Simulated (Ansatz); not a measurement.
`[SiH3]C(Br)C=S` and `FCC([SiH3])Br` differ in one atom or group.

Ansatz, PBE0-D4/def2-TZVP geometries, multiplicity 1. Each molecule was computed in one conformer, which needn't be the lowest.

Scalar relativity is left out up to krypton. Spin–orbit coupling is left out; it splits and shifts lone-pair levels of the heavy atoms by tenths of an eV.

```json
{"property": "HOMO–LUMO gap (ωB97M-V/def2-TZVPP) / eV", "`[SiH3]C(Br)C=S`": "8.49"}
{"property": "size of the dipole moment (B3LYP/def2-TZVPP) / D", "`[SiH3]C(Br)C=S`": "1.43"}
{"property": "LUMO energy (ωB97M-V/def2-TZVPP) / eV", "`[SiH3]C(Br)C=S`": "-0.56"}
{"property": "HOMO–LUMO gap (PBE/def2-TZVPP) / eV", "`[SiH3]C(Br)C=S`": "2.07"}
{"property": "LUMO energy (PBE/def2-TZVPP) / eV", "`[SiH3]C(Br)C=S`": "-3.55"}
{"property": "size of the dipole moment (PBE/def2-TZVPP) / D", "`[SiH3]C(Br)C=S`": "1.38"}
```

Task: What does the change do to each property? (Estimate.)

Result: The calculation gave: 
| property | `FCC([SiH3])Br` | shift |
| --- | --- | --- |
| HOMO–LUMO gap (ωB97M-V/def2-TZVPP) / eV | 11.64 | 3.15 |
| size of the dipole moment (B3LYP/def2-TZVPP) / D | 0.28 | -1.15 |
| LUMO energy (ωB97M-V/def2-TZVPP) / eV | 1.36 | 1.92 |
| HOMO–LUMO gap (PBE/def2-TZVPP) / eV | 5.14 | 3.07 |
| LUMO energy (PBE/def2-TZVPP) / eV | -1.65 | 1.90 |
| size of the dipole moment (PBE/def2-TZVPP) / D | 0.30 | -1.08 |

With PBE0 the HOMO falls by 1.21 eV and the LUMO rises by 2.03 eV, so the gap widens by about 3.24 eV. PBE moves the HOMO by -1.17 eV and ωB97M-V by -1.23 eV. Dipoles are sizes alone; their direction can turn.

Positive LUMOs are unbound, so they and the gaps depend on the basis.

B3LYP here is the variant with VWN-RPA as its local correlation; programs differ in this.
